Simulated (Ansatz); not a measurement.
Relaxation of AlFH4OSi (8 atoms, charge 0, multiplicity 1), to a largest force component of 0.02 eV/Å in at most 40 steps.

Theory: Ansatz, RKS PBE-D4/STO-3G.

```xyz
8
Properties=species:S:1:pos:R:3
Al 0.000 0.000 0.000
O 0.000 0.000 1.780
Si -1.315 -0.407 2.744
H -2.239 -1.240 1.980
H -0.851 -1.143 3.916
H -1.999 0.809 3.173
H 1.351 0.000 -0.780
F -1.464 0.000 -0.845
```

Q: Where does it end, and by what steps?

A: It converged. Limits of this set-up: minimal basis. After 10 steps the energy has fallen by 0.286 eV; F8 moved furthest, 0.51 Å.

```
step  energy less start (eV)  largest force component (eV/Å)  accepted
   0                  0.0000                           2.343       yes
   1                 -0.2179                           1.024       yes
   2                 -0.2577                           0.155       yes
   3                 -0.2650                           0.134       yes
   4                 -0.2757                           0.063       yes
   5                 -0.2745                           0.268        no
   6                 -0.2805                           0.065       yes
   7                 -0.2820                           0.114       yes
   8                 -0.2834                           0.167       yes
   9                 -0.2857                           0.030       yes
  10                 -0.2858                           0.007       yes
```

```xyz
8
Properties=species:S:1:pos:R:3
Al 0.024 0.025 0.085
O 0.178 -0.396 1.732
Si -1.288 -0.481 2.615
H -2.232 -1.467 2.086
H -0.942 -0.880 3.974
H -1.992 0.801 2.691
H 1.248 0.125 -0.781
F -1.513 0.293 -0.435
```

Whether the end is a true minimum wasn't checked by a vibrational analysis.

Run time: 23 s on 1 thread of Arm Neoverse V1, on a shared host, peak memory 0.14 GiB.
